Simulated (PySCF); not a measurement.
A GIAO shielding run with PySCF 2.14 (density fitting, non-relativistic, gas phase) on SMILES OB(Cl)OC(F)(F)F, CHBClF₃O₂:

```
$ OMP_NUM_THREADS=1 python probes_run.py task.json out

{"job": {"kind": "nmr", "xc": "OPBE", "basis": "pcSseg-1", "pop": false}, "charge": 0, "multiplicity": 1}
O      1.330100    -0.493414    -0.545961
B      1.026844     0.185229     0.567814
Cl     2.250547     0.785582     1.682011
O     -0.278412     0.452441     0.899893
C     -1.340665     0.036702     0.179202
F     -1.385191    -1.288423     0.092439
F     -2.440959     0.452343     0.780592
F     -1.323261     0.531074    -1.052571
H      2.274901    -0.621968    -0.676911
```

Hardware: 1 thread of an Arm Neoverse V1, shared host.

Q: How large is the calculation?

A: 72 electrons, 148 basis functions and 791 auxiliary functions.

Q: How long does it take, and how much memory does it need?

A: 17 s of wall time, with 14 SCF cycles; peak memory 0.73 GiB. Times on a shared host scatter by some tens of per cent.

Q: And these other runs on the same molecule and hardware: GIAO shielding at B3LYP/pcSseg-1; GIAO shielding at B97-D/pcSseg-1; GIAO shielding at BLYP/pcSseg-1; GIAO shielding at CAM-B3LYP/pcSseg-1; GIAO shielding at LC-wPBE/pcSseg-1; GIAO shielding at PBE/pcSseg-1?

A: B3LYP/pcSseg-1: 148 functions, 12 s; B97-D/pcSseg-1: 148 functions, 19 s; BLYP/pcSseg-1: 148 functions, 18 s; CAM-B3LYP/pcSseg-1: 148 functions, 18 s; LC-wPBE/pcSseg-1: 148 functions, 23 s; PBE/pcSseg-1: 148 functions, 18 s.
